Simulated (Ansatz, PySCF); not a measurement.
H3B (SMILES B), singlet, geometry from GFN2-xTB, with bond 4-1 at 1.8 times its length. Base run: CASSCF(2,2)/STO-3G in PySCF.

Here is a job for PySCF.
```python
from pyscf import gto, scf, mcscf
import numpy

mol = gto.M(
    atom='''
B    -0.00000000    0.00000000   -0.00000000
H    -1.13226550   -0.04398053   -0.26833758
H     0.40119175   -0.57720612    0.92835488
H     1.31593273    1.11813597   -1.18803112
''',
    basis='sto-3g',
    verbose=3,
)

mf = scf.RHF(mol)
mf.kernel()
mc = mcscf.CASSCF(mf, 2, 2)
mc.fix_spin_(ss=0.0)
mc.kernel()
occ = numpy.linalg.eigvalsh(mc.fcisolver.make_rdm1(mc.ci, mc.ncas, mc.nelecas))[::-1]
ss = mc.fcisolver.spin_square(mc.ci, mc.ncas, mc.nelecas)[0]
print('natural occupations', occ.round(4), ' <S^2>', round(ss, 4))
```

Programs used: Ansatz (a first-principles code), PySCF; a row that names a program was run with it.

Variants of this job, named by their change:

| change | ΔE vs base (mEh) | natural occupations | <S^2> of the state |
|---|---|---|---|
| base | 0.000 | 1.99 0.01 | 0.00 |
| active space = 4 electrons, 5 orbitals | -76.085 | 1.99 1.75 0.25 0.00 0.00 | 0.00 |
| code = ansatz | -71.448 | - | - |
| active space = 6 electrons, 4 orbitals | -0.169 | 2.00 2.00 1.99 0.01 | 0.00 |
| correction = SC-NEVPT2 | -57.292 | 1.99 0.01 | 0.00 |
| orbitals = fixed (CASCI); correction = SC-NEVPT2 | -49.940 | 2.00 0.00 | 0.00 |
| state_average = 2 states | 30.920 | - | - |
| solver = newton | 0.000 | 1.99 0.01 | 0.00 |
| active space = 4 electrons, 4 orbitals | -72.037 | 2.00 1.75 0.25 0.00 | 0.00 |
| active space = 8 electrons, 6 orbitals | -76.624 | 2.00 2.00 1.99 1.75 0.25 0.01 | 0.00 |
| fix_spin_ = off | 0.000 | 1.99 0.01 | 0.00 |

Active orbitals are taken around the Fermi level unless the row says otherwise; CASSCF can end in different local minima, and two programs can end on different orbitals. State-averaged rows give the lowest state.
